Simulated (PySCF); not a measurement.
A GIAO shielding run with PySCF 2.14.0 with density-fitted response routines (density fitting, non-relativistic, gas phase) on `O1[SiH](C#CCF)OCC1`, C5H7FO2Si:

```
$ OMP_NUM_THREADS=1 python probes_run.py task.json out

{"job": {"kind": "nmr", "xc": "PBE0", "basis": "pcSseg-1"}, "charge": 0, "multiplicity": 1}
F      4.413541     1.299415    -0.603423
C      3.720441     0.110485    -0.540927
C      2.341526     0.327445    -0.148922
C      1.203503     0.548773     0.174747
Si    -0.530060     0.907252     0.706898
O     -1.062819    -0.328448     1.647457
C     -2.264919    -0.864053     1.179204
C     -2.479610    -0.371934    -0.270677
O     -1.642122     0.726014    -0.485994
H      4.237566    -0.521085     0.192654
H      3.774027    -0.341895    -1.539356
H     -0.695920     2.213775     1.316695
H     -3.079220    -0.521924     1.826462
H     -2.206599    -1.954137     1.227029
H     -3.514804    -0.063276    -0.437146
H     -2.222130    -1.157462    -0.988627
```

Hardware: 1 thread of an Arm Neoverse V1, shared host. The job also computes population analyses, field gradients, ring-centre shieldings.

Question: How large is the calculation?

Answer: 76 electrons, 195 basis functions and 1033 auxiliary functions.

Question: How long does it take, and how much memory does it need?

Answer: 31 s of wall time, with 14 SCF cycles and 5 response iterations; peak memory 0.84 GiB. Times on a shared host scatter by some tens of per cent.
